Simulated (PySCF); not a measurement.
```xyz
21

B     -2.2506     1.9354     0.1039
C     -0.9097     1.1608     0.0278
C      0.2336     1.9756    -0.0887
C      1.5912     1.6788    -0.1814
C      2.2366     0.4421    -0.1866
O      3.5816     0.5118    -0.2917
C      1.6358    -0.8264    -0.0956
C      0.3029    -1.1661     0.0181
C     -0.1718    -2.4904     0.1020
C     -1.5608    -2.4408     0.2060
C     -2.0080    -1.1018     0.1920
C     -0.9040    -0.2565     0.0776
H     -2.2289     3.1441     0.0568
H     -3.3188     1.3853     0.2088
H      0.0178     3.0475    -0.1105
H      2.2751     2.5283    -0.2637
H      3.9546    -0.3760    -0.2897
H      2.3299    -1.6772    -0.1181
H      0.4521    -3.3832     0.0866
H     -2.2146    -3.3113     0.2868
H     -3.0439    -0.7802     0.2595
```

Charge 0, multiplicity 1.

Task: Give the Mulliken and meta-Löwdin atomic charges from PySCF 2.14.0 with ωB97X-D3(BJ)/def2-TZVP // PBE0-D3(BJ)/def2-SVP.

Result: 
| atom | Mulliken (e) | meta-Löwdin (e) |
|---|---|---|
| B1 | 0.02 | 0.01 |
| C2 | -0.02 | -0.09 |
| C3 | -0.09 | -0.07 |
| C4 | -0.24 | -0.14 |
| C5 | 0.34 | 0.24 |
| O6 | -0.37 | -0.46 |
| C7 | -0.23 | -0.13 |
| C8 | -0.01 | 0.04 |
| C9 | -0.18 | -0.21 |
| C10 | -0.14 | -0.08 |
| C11 | -0.21 | -0.20 |
| C12 | 0.10 | 0.03 |
| H13 | 0.00 | 0.00 |
| H14 | -0.01 | 0.00 |
| H15 | 0.13 | 0.12 |
| H16 | 0.13 | 0.13 |
| H17 | 0.32 | 0.35 |
| H18 | 0.10 | 0.11 |
| H19 | 0.12 | 0.11 |
| H20 | 0.12 | 0.12 |
| H21 | 0.13 | 0.12 |
